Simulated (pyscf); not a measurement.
Single points on ωB97X-D3(BJ)/def2-SVP structures (PySCF, gas phase).

SMILES: [SiH3][SiH]([SiH3])[Si]([SiH3])([SiH3])[SiH3]
```xyz
23

Si     2.5927     0.2647    -0.1476
Si     0.5761     0.9002     0.8318
Si     0.3440     3.2147     0.6942
Si    -1.1226    -0.0322    -0.4534
Si    -1.2998     1.2443    -2.3929
Si    -0.5743    -2.2242    -1.0105
Si    -3.1271     0.0680     0.7217
H      3.7541     0.9644     0.4770
H      2.7867    -1.2097    -0.0170
H      2.5403     0.6151    -1.5980
H      0.4978     0.4265     2.2476
H      1.3198     3.9170     1.5788
H     -1.0411     3.6305     1.0636
H      0.6032     3.6175    -0.7204
H     -1.8191     2.6030    -2.0565
H      0.0364     1.3857    -3.0428
H     -2.2400     0.5947    -3.3537
H     -0.2913    -3.0148     0.2237
H      0.6438    -2.2283    -1.8741
H     -1.6943    -2.8709    -1.7564
H     -3.4094     1.4820     1.1092
H     -4.2553    -0.4365    -0.1163
H     -3.0361    -0.7621     1.9593
```

How much does it cost (ΔH, 298 K, ωB97M-D3(BJ)/def2-TZVP) to split H₃Si–SiH(SiH₃)–Si(SiH₃)(SiH₃)–SiH₃ at its Si–Si bond into H₃Si–SiH•–SiH₃ + H₃Si–Si•(SiH₃)–SiH₃?

Si–Si to H₃Si–SiH•–SiH₃ + H₃Si–Si•(SiH₃)–SiH₃: 3.08 eV. The 7 functionals that were run give +2.74 (PBE) to +3.26 eV (ωB97X-D3(BJ)). Other isomers of H₃Si–SiH•–SiH₃, H₃Si–Si•(SiH₃)–SiH₃ were not searched in full and may lie lower.
